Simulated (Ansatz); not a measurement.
System: H2Be, singlet: map of symmetric stretch and bend. Scanned: Be-H bond length and H-Be-H angle.

Calculation: CCSD on RHF/cc-pVDZ, frozen core run with Ansatz (a quantum-chemistry and plane-wave program).

Energy in kcal/mol above the lowest grid point; x is the Be-H bond length (Å), y the H-Be-H angle (°).

| y \ x | 1.13 | 1.21 | 1.25 | 1.33 | 1.39 | 1.48 | 1.53 | 1.60 | 1.66 | 1.73 | 1.80 |
|---|---|---|---|---|---|---|---|---|---|---|---|
| 180 | 21.1 | 7.1 | 3.1 | 0.0 | 0.8 | 5.8 | 10.0 | 17.2 | 24.1 | 33.0 | 42.3 |
| 172.07 | 21.5 | 7.4 | 3.5 | 0.3 | 1.1 | 6.1 | 10.3 | 17.4 | 24.4 | 33.2 | 42.6 |
| 161.58 | 23.1 | 9.0 | 5.0 | 1.7 | 2.5 | 7.4 | 11.5 | 18.6 | 25.5 | 34.3 | 43.6 |
| 151.03 | 26.1 | 11.8 | 7.7 | 4.3 | 5.0 | 9.7 | 13.8 | 20.8 | 27.6 | 36.3 | 45.5 |
| 141.88 | 29.7 | 15.3 | 11.2 | 7.6 | 8.1 | 12.6 | 16.6 | 23.5 | 30.2 | 38.8 | 47.9 |
| 130.74 | 35.6 | 21.0 | 16.7 | 12.9 | 13.2 | 17.5 | 21.3 | 27.9 | 34.5 | 42.9 | 51.7 |
| 122.08 | 41.4 | 26.5 | 22.1 | 18.1 | 18.2 | 22.2 | 25.9 | 32.3 | 38.7 | 46.9 | 55.5 |
| 109.05 | 52.2 | 37.0 | 32.4 | 27.9 | 27.7 | 31.2 | 34.6 | 40.6 | 46.7 | 54.4 | 62.6 |
| 101.70 | 59.6 | 44.1 | 39.4 | 34.6 | 34.2 | 37.4 | 40.6 | 46.3 | 52.1 | 59.5 | 67.4 |
| 89.27 | 74.4 | 58.4 | 53.5 | 48.2 | 47.4 | 49.9 | 52.7 | 57.9 | 63.2 | 70.0 | 77.3 |
| 80.42 | 86.7 | 70.5 | 65.4 | 59.7 | 58.6 | 60.6 | 63.1 | 67.9 | 72.8 | 79.1 | 85.9 |
| 70 | 103.0 | 86.6 | 81.3 | 75.4 | 74.0 | 75.4 | 77.6 | 81.8 | 86.2 | 92.0 | 98.1 |

Points that lie below all their neighbours on the grid: x = 1.33, y = 180 on the edge of the grid (0.0 kcal/mol).
